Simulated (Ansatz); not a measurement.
`O/C=[C](\[AlH2])[SiH3]` + H₂S → `[AlH2][SH]` + `O/C=C/[SiH3]`  (ligand exchange at the Al–C bond)

Gas-phase electronic energies from Ansatz, PBE0-D4/def2-TZVP geometries. CCSD(T)/CBS adds triple-zeta CCSD(T) − MP2 to the extrapolated MP2 energy (def2 sets, frozen cores). This one scheme is used for every species. Double bonds are as drawn, so ΔE can hold a change between cis and trans. DFT in def2-TZVPP. B3LYP here is the variant with VWN-RPA as its local correlation; programs differ in this. One conformer a species, not always the lowest.

```
          level  ΔE (kJ/mol)
         PBE-D4        -86.9
      r2SCAN-D4        -91.5
       B3LYP-D4        -89.6
        ωB97X-V        -91.3
           PBE0        -94.0
 MP2/def2-TZVPP        -89.3
CCSD/def2-TZVPP        -93.1
 MP2/def2-QZVPP        -90.2
```

Q: What does CCSD(T)/CBS give? (Best estimate.)

A: Computed: -91.9 kJ/mol. The listed levels differ from it by 5.0, 0.4, 2.3, 0.6, -2.1, 2.6, -1.2, 1.7 kJ/mol.

Largest T1 diagnostic among the species: 0.014.

The D4 term adds +7.4 kJ/mol with B3LYP and +4.2 kJ/mol with PBE0; it sums over pairs of atoms, weighted by their polarisabilities, and B3LYP, whose exchange is more repulsive, gets the larger term. In def2-TZVPP, CCSD(T) changes the Hartree–Fock value by +16.1 kJ/mol (the triples alone add +3.2 kJ/mol) and MP2 by +16.7 kJ/mol.
